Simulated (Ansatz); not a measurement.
In3P3⁺. Total charge 1; doublet. Geometry PBE-D4/def2-SVP.

```xyz
6

In   -2.097   -1.579    0.569
In    1.761   -0.980   -2.873
In   -0.215    3.193    1.438
P    -0.400    0.441    1.651
P     0.564   -1.598   -0.456
P     0.388    0.524   -0.329
```

In the def2 sets In takes a core potential, while STO-3G treats all electrons; there is no spin–orbit coupling. LC-ωPBE has ω = 0.4 bohr⁻¹. At HF/STO-3G, LC-ωPBE/def2-TZVP the charge 1 doublet is spin-contaminated (final ⟨S²⟩ up to 1.84, 0.75 for a pure state). Another isomer (doublet) lies 0.86 eV lower at PBE0-D4/def2-TZVP; other spin states weren't run for this one.

Problem. Estimate the α-spin orbital energies around the gap (eV) in Ansatz with HF/STO-3G, PBE-D4/def2-SVP, r2SCAN-D4/def2-TZVP, PBE0-D4/def2-SVP, LC-ωPBE/def2-TZVP.

Solution. 
| orbital | HF/STO-3G | PBE-D4/def2-SVP | r2SCAN-D4/def2-TZVP | PBE0-D4/def2-SVP | LC-ωPBE/def2-TZVP |
| --- | --- | --- | --- | --- | --- |
| HOMO−13 | -16.60 | -21.90 | -22.46 | -24.37 | -26.89 |
| HOMO−12 | -16.58 | -21.88 | -22.44 | -24.35 | -26.87 |
| HOMO−11 | -16.54 | -20.74 | -21.32 | -22.95 | -26.28 |
| HOMO−10 | -16.50 | -17.77 | -18.32 | -19.72 | -23.10 |
| HOMO−9 | -16.47 | -15.11 | -15.57 | -16.71 | -19.81 |
| HOMO−8 | -14.00 | -13.36 | -13.61 | -14.59 | -17.43 |
| HOMO−7 | -12.44 | -12.39 | -12.60 | -13.44 | -16.06 |
| HOMO−6 | -12.42 | -12.04 | -12.26 | -13.13 | -15.89 |
| HOMO−5 | -10.61 | -11.14 | -11.36 | -12.19 | -14.54 |
| HOMO−4 | -10.03 | -10.45 | -10.68 | -11.38 | -13.68 |
| HOMO−3 | -9.60 | -10.21 | -10.41 | -11.11 | -13.41 |
| HOMO−2 | -9.01 | -9.01 | -9.21 | -9.84 | -12.21 |
| HOMO−1 | -7.47 | -8.85 | -9.04 | -9.65 | -11.71 |
| HOMO | -7.20 | -8.34 | -8.60 | -9.21 | -11.29 |
| LUMO | 1.95 | -6.81 | -6.87 | -6.19 | -4.30 |
| LUMO+1 | 2.03 | -6.09 | -5.90 | -5.39 | -3.48 |
| LUMO+2 | 2.05 | -6.04 | -5.88 | -5.36 | -3.43 |
| LUMO+3 | 2.08 | -6.02 | -5.87 | -5.34 | -3.42 |
| LUMO+4 | 2.51 | -5.88 | -5.73 | -5.20 | -3.31 |
| LUMO+5 | 3.38 | -5.47 | -5.34 | -4.76 | -2.93 |
| β HOMO | -6.77 | -8.64 | -8.76 | -9.28 | -11.19 |
| β LUMO | 1.00 | -7.78 | -7.66 | -7.16 | -5.18 |
